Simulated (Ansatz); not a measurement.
selenium dioxide (SMILES O=[Se]=O) moved off its minimum; all values from Ansatz (an electronic-structure program), cores frozen in correlated methods.
(charge 0, multiplicity 1)
```xyz
3

O     -1.22540    -0.49787     0.13672
Se     0.07654     0.25585    -0.11297
O      1.31341    -0.52256    -0.14969
```

Forces at B3LYP/def2-TZVPP (eV/Å):

| atom | Fx | Fy | Fz |
|---|---|---|---|
| O1 | -4.719 | -3.150 | 0.961 |
| Se2 | -4.970 | 9.687 | -0.732 |
| O3 | 9.689 | -6.537 | -0.229 |

Problem. Give the forces (eV/Å), the total energy and the dipole at CCSD(T)/aug-cc-pVTZ.

Solution. 
```tsv
atom	Fx	Fy	Fz
O1	-4.940	-3.184	0.991
Se2	-5.066	9.822	-0.739
O3	10.006	-6.638	-0.251
```
Energy -2550.2327 hartree, dipole 2.28 D.
